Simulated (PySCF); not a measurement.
C₆H₈O₄.
Atom-mapped SMILES: `[CH3:1][C@@H:2]1[O:3][C:4](=[O:5])[C:6](=[O:7])[O:8][C@@H:9]1[CH3:10]`

NICS = −σ at a ghost point: NICS(0) at the centroid of the ring atoms, NICS(1) 1 Å to either side along the normal of their mean plane, zz for the tensor component along that normal. Level: GIAO PBE0/pcSseg-1 (PySCF, non-relativistic, gas phase) on the GFN2-xTB geometry, one conformer.

Ring bond lengths (Å), with Mayer bond orders in brackets: C2–O3 1.431 (0.81), O3–C4 1.340 (1.07), C4–C6 1.545 (0.88), C6–O8 1.339 (1.06), O8–C9 1.429 (0.81), C9–C2 1.533 (0.99).

**Question.** Give the NICS values of each ring in ppm.

**Answer.** 
| ring | type | NICS(0) | NICS(1), two faces | NICS(1)zz, two faces | rms pucker (Å) | centre to ring atoms, mean (Å) |
| --- | --- | --- | --- | --- | --- | --- |
| C2–O3–C4–C6–O8–C9 | 6-membered ring with 2 O; formal bonds all single | -0.9 | -2.5 / -1.6 | -2.8 / 0.2 | 0.24 | 1.39 |

**Question.** What can be read from them?

**Answer.** 
- C2–O3–C4–C6–O8–C9: mean NICS(1)zz -1.3 ppm, near zero. C2, C9 have four or more neighbours; no verdict on aromaticity is drawn. The two faces differ by 3.0 ppm, so no symmetry operation interchanges them.

**Question.** What is the mean of the two in-plane components of NICS at the second NICS(1) probe listed for ring C2–O3–C4–C6–O8–C9, 1 Å off the ring?

**Answer.** The isotropic value is a third of the trace: (3 × -1.6 − (0.2))/2 = -2.5 ppm.

**Question.** List the ring angles and the Hirshfeld charges of the ring atoms.

**Answer.** 
- C2–O3–C4–C6–O8–C9: C2 107.8° (+0.048 e), O3 118.3° (-0.100 e), C4 116.8° (+0.193 e), C6 116.7° (+0.195 e), O8 118.1° (-0.094 e), C9 108.8° (+0.047 e); sum 686.5° against 720° for a flat convex ring.

**Question.** How shielded are the nuclei of the rings and their hydrogens (means over atoms taken as equivalent)?

**Answer.** 
```json
{"atoms": "C2 (×2)", "environment": "sp3 carbon bound to oxygen", "σ isotropic (ppm)": "108.8", "principal values of the symmetric part, first atom (ppm)": "85.1, 97.7, 140.6"}
{"atoms": "O3 (×2)", "environment": "ester single-bonded oxygen", "σ isotropic (ppm)": "101.7", "principal values of the symmetric part, first atom (ppm)": "-88.4, 151.2, 212.9"}
{"atoms": "C4 (×2)", "environment": "ester carbonyl carbon", "σ isotropic (ppm)": "28.2", "principal values of the symmetric part, first atom (ppm)": "-74.8, 72.6, 88.0"}
{"atoms": "H on C2 (×2)", "environment": "methine hydrogen", "σ isotropic (ppm)": "27.20", "principal values of the symmetric part, first atom (ppm)": "24.0, 27.1, 31.2"}
```
